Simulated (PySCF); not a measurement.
# SrIn⁺: one state, many levels of theory

State: ¹Σ⁺ (singlet), closed shell. Set-up: Sr def2-SVP with ECP28, In def2-SVP with ECP28; scalar-relativistic core potentials (PySCF 2.14). De refers to Sr⁺ + In in their high-spin ground configurations, without counterpoise correction. A positive dipole points towards In; it is taken about the centre of mass and depends on that origin.

| Level | Re (Å) | ωe (cm⁻¹) | De (eV) | μ (D) |
| --- | --- | --- | --- | --- |
| RHF-MP2 | 3.794 | 82.3 | 1.18 | n/a |
| RHF-SCS-MP2 | 3.828 | 79.4 | 1.21 | n/a |
| RHF-CCSD | 3.792 | 82.7 | 1.27 | n/a |
| RHF-CCSD(T) | 3.783 | 83.2 | 1.35 | n/a |
| PBE | 3.816 | 79.4 | 1.60 | -4.66 |
| PW91 | 3.803 | 80.3 | 1.61 | -4.74 |
| r²SCAN | 3.784 | 83.9 | 1.24 | -5.44 |
| TPSSh | 3.801 | 82.2 | 1.48 | -5.52 |
| PBE0 | 3.796 | 82.9 | 1.42 | -5.14 |
| BHandHLYP | 3.829 | 80.8 | 1.29 | -5.02 |

Question: Which functional lies closest to RHF-CCSD(T) in De, which farthest, and by how much do they differ from it?

Answer: Closest is BHandHLYP (+4.6 pm in Re, -2.9 % in ωe, -0.06 eV in De against RHF-CCSD(T) in the same basis), farthest PW91 (+2.0 pm in Re, -3.5 % in ωe, +0.26 eV in De). CCSD(T) converges more slowly with the basis than the functionals do and binds too weakly in this one, so the order can change at the basis-set limit.

Question: What does a quarter of exact exchange do here, going from PBE to PBE0?

Answer: PBE0 less PBE: -2.0 pm in Re, +4.4 % in ωe, -0.18 eV in De. Exact exchange removes part of the self-interaction that spreads semilocal densities, and in most molecules shortens and stiffens the bond and lowers De; so it does here.

Correlated steps freeze 4 core orbitals. Closed-shell solutions of metal pairs were not tested for spin polarisation, which can lower them a little. Correlated levels converge slowly with the basis: in double zeta they bind strong bonds too weakly, by up to about 1 eV, and carry superposition errors of some tenths. Spin–orbit coupling is left out, which matters for elements this heavy, above all for dissociation energies. For an ion De counts to the pair picked by the measured ionisation energies or electron affinities, which need not be the lowest pair at this level. Where the molecule has an RHF reference, its open-shell atoms are computed with UHF.

The whole job (state search and all levels along the bond) took about 2.9 min on 1 thread of Arm Neoverse N1 (shared host), peak memory 0.59 GiB.
